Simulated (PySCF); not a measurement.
**Computed data sheet: `c1c(C#N)c(ccc1)C=C`**

Compound: C9H7N.
Cartesian coordinates in Å at the PBE0-D3(BJ)/def2-SVP level; atoms count from 1:
```
atom  x, y, z in Å
C1    -2.6873   -1.3529    0.1666
C2    -1.9763   -0.2195    0.1901
C3    -0.5167   -0.1088    0.0864
C4     0.2991   -1.1880   -0.2826
C5     1.6793   -1.0590   -0.3659
C6     2.2950    0.1629   -0.0860
C7     1.5168    1.2541    0.2736
C8     0.1225    1.1240    0.3583
C9    -0.6497    2.2720    0.7281
N10   -1.2669    3.2087    1.0231
H11   -2.2257   -2.3398    0.0746
H12   -3.7759   -1.3263    0.2499
H13   -2.5105    0.7285    0.3114
H14   -0.1636   -2.1473   -0.5216
H15    2.2845   -1.9200   -0.6592
H16    3.3799    0.2644   -0.1543
H17    1.9753    2.2200    0.4928
```

Some functional groups and rings: nitrile, C=C double bond and benzene ring.

**PBE0-D3(BJ)/def2-SVP geometry optimisation, gas phase (PySCF)**

| Property | Result |
| --- | --- |
| Rotational constants A, B, C | 1.647, 1.465, 0.776 GHz |

CAM-B3LYP/def2-SVPD ground state, ΔSCF and vertical TDDFT (core frozen in the response) (PySCF):

| Item | Value |
| --- | --- |
| Dipole moment | 4.59 D |
| HOMO energy | -8.33 eV |
| LUMO energy | -0.87 eV |
| HOMO–LUMO gap | 7.46 eV |
| Lowest singlet excitation | 4.77 eV (260 nm, f = 0.068) |
| Strongest line among the 10 lowest singlet transitions | S3 at 5.77 eV (215 nm, f = 0.393) |
| Lowest triplet excitation (Tamm–Dancoff) | 3.12 eV |
| Static isotropic polarisability | 112.9 au |
| Vertical ionisation energy | 8.94 eV |
| Vertical electron affinity | 0.30 eV |
| Electronic spatial extent ⟨r²⟩ about the centre of nuclear charge | 1425 bohr² |

**PBE0/pcSseg-1 ground state and GIAO shieldings, non-relativistic (PySCF)**

| Quantity | Value |
| --- | --- |
| Lowest Hirshfeld atomic charge | -0.22 e on N10 |
| Highest Hirshfeld atomic charge | +0.08 e on C9 |
| 13C chemical shifts (computed TMS as zero) by class | 145.5 (C3), 141.3 (C2), 140.0 (C7), 137.1 (C5), 133.1 (C6), 128.4 (C4), 124.7 (C1), 123.0 (C9), 116.6 (C8) ppm |
| 1H chemical shifts (computed TMS as zero) by class | 7.93 (H14), 7.72 (H17), 7.58 (H15), 7.41 (H13), 7.38 (H16), 6.36 (H11), 5.88 (H12) ppm |
| Isotropic shieldings of nuclei other than C and H, by class | -63 (N10) ppm |
| Mayer bond orders between heavy atoms | C1–C2 1.95, C2–C3 1.14, C3–C4 1.39, C4–C5 1.47, C5–C6 1.40, C6–C7 1.45, C7–C8 1.38, C8–C9 1.03, C9–N10 2.99, C8–C3 1.29 |

Monoisotopic mass from the formula: 129.0578 u.

From the two ΔSCF values, the fundamental gap I − A is 8.64 eV and the Mulliken electronegativity (I + A)/2 is 4.62 eV. No computed singlet falls in the visible range (750 to 380 nm, 1.65 to 3.26 eV); S1 lies 1.51 eV above its blue end. The ΔSCF ionisation energy exceeds −ε(HOMO) by 0.61 eV with CAM-B3LYP. The principal polarisabilities are 60.9, 133.7 and 143.9 au; their mean is the isotropic value. The largest Löwdin shares of the LUMO are 0.15 on C3, 0.14 on C1, 0.12 on C8 and 0.10 on C6. In atomic units the dipole is 1.81 e·bohr (1 au = 2.5417 D). The largest Löwdin shares of the HOMO are 0.21 on C1, 0.15 on C2, 0.14 on C6 and 0.13 on C3.

One conformer stands for the species.
